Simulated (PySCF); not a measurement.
# Exercise with solution: chemical shift, span and skew from a shielding tensor

CH₃FOSi, SMILES CO[Si]F (connectivity only; charge and spin as stated), neutral, multiplicity 1. Atoms are numbered in the order given.

```xyz
7

Si     0.6031    -0.8801     0.0000
F     -1.0259    -1.1649     0.0000
O      0.6392     0.7768     0.0000
C     -0.3941     1.7551     0.0000
H     -1.3894     1.2852     0.0000
H     -0.2850     2.3878    -0.8941
H     -0.2850     2.3878     0.8941
```

Geometry: TPSSh-D3(BJ)/def2-SVP. The values are those of a single conformer.

GIAO shieldings from PBE0/pcSseg-1 run with PySCF, non-relativistic, no solvent. The symmetric part of the tensor of C4 has the principal values 97.1, 119.6, 180.2 ppm. The same nucleus in TMS has σ = 186.3 ppm at this level (PySCF, at its B3LYP-D3(BJ)/def2-TZVP geometry).

Problem. Work out the isotropic shielding, the ¹³C shift against TMS, the span and the skew.

Solution. 
σ(iso) = (σ11 + σ22 + σ33)/3 = 132.3 ppm. δ = σ(ref) − σ(iso) = 186.3 − (132.3) = 54.0 ppm.
Span Ω = σ33 − σ11 = 83.1 ppm. Skew κ = 3(σ(iso) − σ22)/Ω = 0.46. Tumbling in solution averages the tensor to δ; in a static solid the shielding alone would spread this spin-1/2 line over Ω.
